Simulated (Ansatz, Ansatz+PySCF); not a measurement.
```xyz
17

C    -0.0172   -0.3205   -2.5942
C     0.0037    0.5640   -1.2602
C     0.0306   -0.3498    0.0143
C    -0.0204    0.4721    1.2700
C    -0.0078   -0.3608    2.5748
H    -0.0381    0.3420   -3.4535
H     0.9131   -1.0007   -2.5656
H    -0.9043   -0.9972   -2.6366
H    -0.9007    1.2129   -1.3103
H     0.8639    1.2122   -1.2350
H     0.9154   -0.9607    0.0283
H    -0.9079   -0.9408   -0.0032
H    -0.8450    1.2214    1.2720
H     0.9180    1.2024    1.3015
H    -0.0148    0.2905    3.4065
H    -0.8557   -0.9339    2.6054
H     0.9248   -0.9715    2.6304
```

Basis set: def2-SVP (spherical functions). Correlated methods keep 5 orbitals frozen. Charge 0, multiplicity 1.

Computed with Ansatz (development build ahead of 0.2.0); each method stands on the lowest determinant of its kind that the runs found. Restricted open shells among the atoms or ions are ROHF, correlated in semicanonical orbitals with singles.

Task: Give the atomization energy at this shape (free ground-state atoms in the same class of orbitals less the molecule, no zero-point energy) of singlet C₅H₁₂ by RHF-MP2, UHF-MP2, RHF, UHF.

Result:

```
 method  atomization energy
RHF-MP2            66.37 eV
UHF-MP2            66.33 eV
    RHF            53.76 eV
    UHF            53.21 eV
```

Caution: the shape is not the minimum.
